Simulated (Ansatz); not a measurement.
Stepwise reaction of `COB(Cl)OC` with hydrogen chloride, as a gas-phase model of exchange steps in deposition or etching. ΔE in kJ/mol.

Gas-phase electronic energies from Ansatz, PBE0-D4/def2-TZVP geometries. CBS: MP2 limit from def2 TZ/QZ plus the TZ coupled-cluster correction, frozen cores. This one scheme is used for every species. DFT in def2-TZVPP. B3LYP here is the variant with VWN-RPA as its local correlation; programs differ in this. One conformer a species, not always the lowest.

| step | reaction | PBE-D4 | B3LYP-D4 | ωB97M-V | CCSD(T)/CBS |
| --- | --- | --- | --- | --- | --- |
| 1 | `COB(Cl)OC` + HCl → `COB(Cl)Cl` + CH₃OH | 42.2 | 52.3 | 51.7 | 51.4 |

(1) Give the row of step 2, `COB(Cl)Cl` + HCl → `ClB(Cl)Cl` + CH₃OH. (Best estimate.)

(2) By hand: ΔE of the 2 steps together at CCSD(T)/CBS.

Answers

(1) Ansatz gave: 
```csv
step,reaction,PBE-D4,B3LYP-D4,ωB97M-V,CCSD(T)/CBS
2,`COB(Cl)Cl` + HCl → `ClB(Cl)Cl` + CH₃OH,54.9,64.5,62.9,62.7
```

(2) (51.4) + (62.7) = 114.1 kJ/mol, or 57.0 kJ/mol a step.

In ΔE each step is higher than the one before. All are uphill at CCSD(T)/CBS. PBE-D4 differs from CCSD(T)/CBS by -9.2 to -7.8 kJ/mol a step. Isolated molecules leave out the surface, adducts and barriers. Largest T1 diagnostic: 0.012.
